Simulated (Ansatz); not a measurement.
## Which is lower?

Two relaxed structures of AlGeH4, doublet (PBE0-D4/def2-TZVP; forces vanish, vibrations not checked).

A:

| atom | x (Å) | y (Å) | z (Å) |
| --- | --- | --- | --- |
| Al1 | 0.1982 | -0.2376 | 0.1481 |
| Ge2 | -0.4128 | 2.2953 | -0.2496 |
| H3 | 0.9400 | 2.2333 | 0.5962 |
| H4 | -0.7725 | -1.3664 | -0.4519 |
| H5 | 0.2092 | 1.0162 | -1.1683 |
| H6 | -0.9736 | 1.0278 | 0.7230 |

B:

```xyz
6
angstrom
Al 0.1826 2.6393 0.0410
Ge -0.0379 -0.5412 -0.0086
H 0.9679 -1.5052 0.6339
H -1.1744 -1.3187 -0.6848
H 0.6753 0.3677 -1.0371
H -0.6086 0.4242 1.0567
```

Ansatz 0.2.0; basis: def2-TZVPP; cores frozen in the correlated methods; orbitals are unrestricted. Filled d shells of the heavier atoms are correlated. The def2 sets are not built for correlating such inner shells, so the correlated values are less sure here. B3LYP uses VWN-RPA correlation.

Q: Which structure is lower at CCSD(T), and by how much? (Judge from chemistry; the value comes from the calculation.)

A: The calculation gives: A, by 0.399 eV (electronic energy, against the other). By their contacts, A is AlGeH₄ ([H]1[AlH]2[H][GeH]12) and B is a complex of GeH₄ + Al.

All methods give the same order:

```
   method  E(B) − E(A) (eV)
   PBE-D4             0.670
r2SCAN-D4             0.778
  PBE0-D4             0.581
 B3LYP-D4             0.532
  wB97M-V             0.508
       HF             0.197
      MP2             0.480
     CCSD             0.342
  CCSD(T)             0.399
```

T1 diagnostic: at most 0.017. ⟨S²⟩ of the unrestricted Hartree–Fock references: 0.76 to 0.78 (a pure state has 0.75).

Labels in which every atom is bracketed show which atoms are joined, not bond orders.

For scale, one of the runs: CCSD(T)/def2-TZVPP, 146 basis functions, launched by `ansatz run in.yaml --threads 2 --pin off --events-out ev --progress --plain --max-ram 4352MiB`. The run took 66 s on 2 CPU threads of an Arm Neoverse V1 (shared host), with 1.9 GiB of host memory at its peak.
